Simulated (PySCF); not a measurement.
TDDFT excited states: CH7BO2Si

CH7BO2Si.
Bonds: C1–Si2, Si2–B3, B3–O4, B3–O5. Hydrogens: H6, H7, H8 on C1; H9, H10 on Si2; H11 on O4; H12 on O5.

Computed, not measured: TDDFT PBE0/def2-SVPD, vertical, gas phase, core orbitals frozen in the response in PySCF. The structure is a single PBE0-D3(BJ)/def2-SVP conformer in the gas phase; no vibrational or solvent corrections. Torsions of this conformer, `[CH3:1][SiH2:2][B:3]([OH:4])[OH:5]`: C1–Si2–B3–O4 -165°, H–O4–B3–Si2 -178°, H–O5–B3–Si2 179°.

Task: List the vertical singlet excitations with oscillator strengths and describe the spectrum.

Result: 

```
state  E (eV)  ν̃ (cm⁻¹)       f   main configurations (H = HOMO, L = LUMO)
   S1    6.74      54400   0.147                      H→L (91%), H→L+1 (8%)
   S2    6.83      55090   0.051                      H→L+1 (88%), H→L (8%)
   S3    7.53      60700  0.0006    H-1→L+1 (62%), H→L+2 (18%), H-1→L (12%)
   S4    7.60      61260   0.034                 H→L+2 (77%), H-1→L+1 (15%)
   S5    7.67      61880  0.0021                 H-1→L (79%), H-1→L+1 (12%)
   S6    7.71      62190   0.010                                H-2→L (84%)
   S7    7.85      63310   0.047                 H-2→L+1 (68%), H-3→L (22%)
   S8    7.87      63510   0.012                 H-3→L (71%), H-2→L+1 (18%)
   S9    8.22      66300   0.018                                H→L+3 (88%)
  S10    8.36      67430  0.0079  H-4→L (71%), H-3→L+1 (13%), H-1→L+2 (12%)
```

Triplets, Tamm–Dancoff:

| state | E (eV) | λ (nm) | main configurations (H = HOMO, L = LUMO) |
| --- | --- | --- | --- |
| T1 | 5.47 | 226.8 | H→L+1 (95%) |
| T2 | 6.48 | 191.2 | H→L (97%) |
| T3 | 7.05 | 175.9 | H-2→L+1 (61%), H→L+2 (29%) |
| T4 | 7.13 | 173.9 | H→L+2 (52%), H-2→L+1 (23%), H-1→L+1 (14%) |

The lowest singlet comes at 184 nm (651 kJ/mol) in the vacuum ultraviolet; it is of moderate strength; its leading configuration is HOMO→LUMO (91%). The lowest level is also the most intense of those listed (f = 0.147). Löwdin shares by element: HOMO silicon 32%, boron 27%, carbon 9%, oxygen 8% or more (atoms not listed hold the other 24%); LUMO oxygen 38%, boron 30%, hydrogen 14% or more (atoms not listed hold the other 19%). The listed states span 1.62 eV, and the widest gap between neighbours is 0.70 eV (S2 to S3). Weighted by f, the mean energy of these states is 7.20 eV. Of the 10 states listed, 7 reach f = 0.01 and none stays under 0.0005. The vertical ionisation energy (ΔSCF) is 10.15 eV, 1.78 eV above S10. Only the lowest 10 singlets were computed, as vertical energies without vibronic structure.

On one thread, Arm Neoverse V1, shared host, this took 1.8 min of wall time.
